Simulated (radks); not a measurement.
Results of a calculation; reference values are marked as such.
The arsenic ion As4+, [Ar] 3d10 4s1. Code: a radial shooting solver on a logarithmic mesh with Libxc functionals. Model: non-relativistic Kohn-Sham, LDA (Slater exchange, Perdew-Wang correlation), spin-polarised, spherical densities, point nucleus. Every spin shell is full or empty, so the densities are truly spherical. Functionals are evaluated on that one density, not self-consistently. Rank these exchange functionals by their error against the exact value of the orbitals, and give that value: LDA, B88, PBE, revPBE, RPBE, WC, SOGGA, G96, revTPSS, SCAN, MS2.

Answer. Exact: -80.1222 hartree. From best to worst, with 100 (|E| - |E exact|)/|E exact| (equal figures are ties): RPBE -0.03, revPBE -0.11, B88 +0.17, SCAN +0.30, PBE -0.33, MS2 -0.34, G96 +0.42, revTPSS -0.69, WC -0.93, SOGGA -2.54, LDA -5.69.
